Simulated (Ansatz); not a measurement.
Calculated with Ansatz (gas phase, PBE0-D4/def2-TZVP geometries, no zero-point term in ΔE). CBS: MP2 limit from def2 TZ/QZ plus the TZ coupled-cluster correction, frozen cores. This one scheme is used for every species, atoms too. Functionals use def2-TZVPP. HSE06 is defined as in plane-wave codes. Open shells (•) are unrestricted, without spin–orbit coupling. Spin–orbit coupling would lower the free atoms: a little for Cl.

Reaction (homolysis of the Cl–Si bond): `C[Si](C)(Cl)Cl` → Cl• + `C[Si](C)Cl`•

Task: What is ΔE at CCSD(T)/CBS? (An estimate is asked.)

Result: The calculation gave: +117.9 kcal/mol.

Task: What do these levels give: LDA (SPW92), BLYP-D4, HSE06-D4, BHLYP-D4, ωB97M-V, PBE, BLYP, PBE0, CAM-B3LYP, RPA@PBE/def2-TZVPP, MP2/def2-SVP, CCSD(T)/def2-TZVPP? (Best estimate.)

Result: The calculation gave: LDA (SPW92) 128.7, BLYP-D4 110.2, HSE06-D4 114.6, BHLYP-D4 111.5, ωB97M-V 119.4, PBE 112.6, BLYP 106.3, PBE0 112.9, CAM-B3LYP 111.6, RPA@PBE/def2-TZVPP 104.7, MP2/def2-SVP 111.5, CCSD(T)/def2-TZVPP 113.7 kcal/mol.

Task: What do rigid-rotor, harmonic-oscillator terms from PBE0-D4/def2-TZVP frequencies (298.15 K, 1 bar) make of the CCSD(T)/CBS value? (Estimate.)

Result: Ansatz gave: ΔZPE = -1.7 kcal/mol, ΔH = +116.9 kcal/mol, ΔS = 150 J/(mol·K), ΔG = +106.2 kcal/mol. Open shells count their whole term as degenerate.

Largest T1 diagnostic among the species: 0.011.

In def2-TZVPP, CCSD(T) changes the Hartree–Fock value by +25.2 kcal/mol (the triples alone add +2.4 kcal/mol) and MP2 by +30.9 kcal/mol; breaking electron pairs costs correlation energy, which Hartree–Fock lacks. From BLYP to BHLYP (50 % exact exchange), in def2-TZVPP and without D4, ΔE moves by +2.6 kcal/mol. The D4 term adds +3.1 kcal/mol with B3LYP and +1.7 kcal/mol with PBE0; it sums over pairs of atoms, weighted by their polarisabilities, and B3LYP, whose exchange is more repulsive, gets the larger term.

B3LYP here is the variant with VWN-RPA as its local correlation; programs differ in this.
